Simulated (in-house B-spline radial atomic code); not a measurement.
Ionisation energies along the 24-electron series, configuration 1s2 2s2 2p6 3s2 3p6 3d3/2(4) 3d5/2(2), as differences of self-consistent energies. Dirac energy differences include first-order Breit, QED and recoil terms. NIST's values go from ground level to ground level; the uncertainty of those that are theory runs from under 0.1 % in few-electron ions to several per cent in heavy many-electron ones. Computed with an all-electron radial atomic-structure program (B-spline basis): Dirac-Hartree-Fock, jj configuration that fills j = l - 1/2 first, finite nuclei.

A number in brackets counts the electrons of a j subshell.

```csv
ion,configuration after,ionisation energy (eV),IE/(q+1)² (eV),-ε less Coulomb ΔSCF (eV),Breit and QED recoil part (eV),tabulated value (eV),tabulated kind,computed minus tabulated (eV)
Yb46+,[Ar] 3d3/2(4) 3d5/2(1),3925.2,1.7769,2.8413,-1.6996,3929,tabulated theory,-4
Lu47+,[Ar] 3d3/2(4) 3d5/2(1),?,?,?,?,?,tabulated theory,?
Hf48+,[Ar] 3d3/2(4) 3d5/2(1),4242.1,1.7668,2.841,-1.9352,4246,tabulated theory,-4
Ta49+,[Ar] 3d3/2(4) 3d5/2(1),4405.1,1.762,2.8406,-2.0605,4410,tabulated theory,-5
W50+,[Ar] 3d3/2(4) 3d5/2(1),4571.1,1.7575,2.8402,-2.1908,4578,semi-empirical,-7
Re51+,[Ar] 3d3/2(4) 3d5/2(1),4740.2,1.753,2.8397,-2.3262,4745,tabulated theory,-5
Os52+,[Ar] 3d3/2(4) 3d5/2(1),4912.3,1.7488,2.839,-2.4669,4917,tabulated theory,-5
Ir53+,[Ar] 3d3/2(4) 3d5/2(1),?,?,?,?,?,tabulated theory,?
Pt54+,[Ar] 3d3/2(4) 3d5/2(1),5265.7,1.7407,2.8375,-2.7645,5270,tabulated theory,-4
Au55+,[Ar] 3d3/2(4) 3d5/2(1),5447.0,1.7369,2.8366,-2.9216,5452,tabulated theory,-5
Hg56+,[Ar] 3d3/2(4) 3d5/2(1),?,?,?,?,?,tabulated theory,?
Tl57+,[Ar] 3d3/2(4) 3d5/2(1),5818.7,1.7297,2.8345,-3.2529,5824,tabulated theory,-5
```

(1) Fill in the row of Lu47+.

(2) Fill in the row of Ir53+.

(3) Fill in the row of Hg56+.

Answers

(1) ionisation energy (eV): 4082.2; IE/(q+1)² (eV): 1.7718; -ε less Coulomb ΔSCF (eV): 2.8412; Breit and QED recoil part (eV): -1.815; tabulated value (eV): 4086; computed minus tabulated (eV): -4.

(2) ionisation energy (eV): 5087.5; IE/(q+1)² (eV): 1.7447; -ε less Coulomb ΔSCF (eV): 2.8383; Breit and QED recoil part (eV): -2.613; tabulated value (eV): 5092; computed minus tabulated (eV): -4.

(3) ionisation energy (eV): 5631.3; IE/(q+1)² (eV): 1.7332; -ε less Coulomb ΔSCF (eV): 2.8356; Breit and QED recoil part (eV): -3.0844; tabulated value (eV): 5636; computed minus tabulated (eV): -5.
